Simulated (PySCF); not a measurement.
hexanethiol (C6H14S), singlet, geometry from GFN2-xTB. Base run: DF-M062X/3-21G in PySCF.

The PySCF input:
```python
from pyscf import gto, scf, dft

mol = gto.Mole()
mol.atom = '''
    C    -4.27231411    0.31146578   -0.49971612
    C    -2.87333417    0.82335084   -0.81956104
    C    -1.79526299    0.00609202   -0.11170355
    C    -0.39047006    0.51335646   -0.42756318
    C     0.68205977   -0.30864411    0.28369885
    C     2.07610922    0.20295892   -0.03621755
    S     3.32341482   -0.81950689    0.84333532
    H    -4.38037944   -0.72442039   -0.81380716
    H    -5.02454415    0.90601275   -1.01276596
    H    -4.46278088    0.36541094    0.56995850
    H    -2.70863832    0.77961234   -1.89867809
    H    -2.79103017    1.86931681   -0.51507351
    H    -1.87781643   -1.03982318   -0.41606167
    H    -1.96019477    0.04970257    0.96731599
    H    -0.22370169    0.46937227   -1.50673448
    H    -0.30612076    1.55943677   -0.12267275
    H     0.60624953   -1.35514463   -0.02030705
    H     0.52383376   -0.26512387    1.36369914
    H     2.19990703    1.23440026    0.29484733
    H     2.28322793    0.13240834   -1.10435871
    H     4.38662521   -0.16053018    0.38764877
'''
mol.basis = '3-21g'
mol.verbose = 3
mol.build()

mf = dft.RKS(mol)
mf.xc = 'm062x'
mf = mf.density_fit(auxbasis='def2-universal-jkfit')
mf.kernel()
```

The base run was repeated with changes; each row names its change, and settings that it needs were set with it.

```csv
change,E (Eh),HOMO (eV),HOMO-LUMO gap (eV),dipole (D),core-seconds (rough),outcome
base,-631.84774,-7.84,10.22,2.12,20,converged
functional = pbe0; dispersion = d3bjm,?,-6.64,8.12,2.15,10,converged
functional = b97m_v,-,-,-,-,-,cut at the time limit
functional = pbe0,-631.57115,-6.64,8.12,2.15,10,converged
functional = hse06,-631.60681,-6.23,7.32,2.14,20,converged
functional = wb97m_v,-,-,-,-,-,cut at the time limit
functional = bhandhlyp,?,?,?,2.12,10,converged
functional = blyp,-631.81991,-5.08,5.73,2.04,20,converged
functional = scan,?,?,?,?,30,converged
functional = wb97x,-631.93753,-9.09,12.80,2.17,10,converged
functional = blyp; dispersion = d3bj,-631.85584,-5.08,5.73,2.04,20,converged
functional = b3lyp5,-631.77833,-6.24,7.60,2.08,10,converged
functional = wb97x_v,-,-,-,-,-,cut at the time limit
```

### Question
What belongs in the gaps?

### Answer

- functional = pbe0; dispersion = d3bjm, E (Eh): -631.59053
- functional = bhandhlyp, E (Eh): -631.83790
- functional = bhandhlyp, HOMO (eV): -7.80
- functional = bhandhlyp, HOMO-LUMO gap (eV): 10.38
- functional = scan, E (Eh): -631.90319
- functional = scan, HOMO (eV): -5.64
- functional = scan, HOMO-LUMO gap (eV): 6.35
- functional = scan, dipole (D): 2.20

Totals shift with the method and basis; they matter in differences.
